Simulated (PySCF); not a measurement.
# Computed beside measured shifts

System: Me2Si(SeBu)2 (C10H24Se2Si), SMILES CCCC[Se][Si](C)(C)[Se]CCCC.

Atom-mapped SMILES (hydrogens are numbered by the atom that bears them): [CH3:1][CH2:2][CH2:3][CH2:4][Se:5][Si:6]([CH3:7])([CH3:8])[Se:9][CH2:10][CH2:11][CH2:12][CH3:13]

Computed with GIAO PBE0/pcSseg-2, gas phase, PySCF SCF with an in-house response code, fitting set def2-universal-JFIT up to Ne and JKFIT beyond, grid level 2, non-relativistic, geometry: PBE0-D3(BJ)/def2-SVP.

One optimised conformer. Values are averaged over the atoms that symmetry or fast rotation interchanges, on this one geometry and without vibrational averaging. Shifts are the reference shielding less the shielding here, at the same level (13C, 1H, 29Si against isolated TMS; 77Se against isolated Me2Se); nuclei without a reference have shieldings only.

Spin-orbit coupling is left out, which matters for the heavier atoms here.

Problem. What shifts does this level give for Si6, Se5/9, and how do they compare with measurement?

Solution. 
| atom | nucleus | computed / ppm | measured / ppm | computed less measured | measured against | medium of the measurement |
| --- | --- | --- | --- | --- | --- | --- |
| Si6 | 29Si | 47.5 | 18.1 | 29.4 | TMS | solution |
| Se5/9 | 77Se | -151.2 | -96 | -55.2 | Me2Se | solution |

Measured values: U. Herzog, Habilitationsschrift, TU Bergakademie Freiberg, 2002/2003.
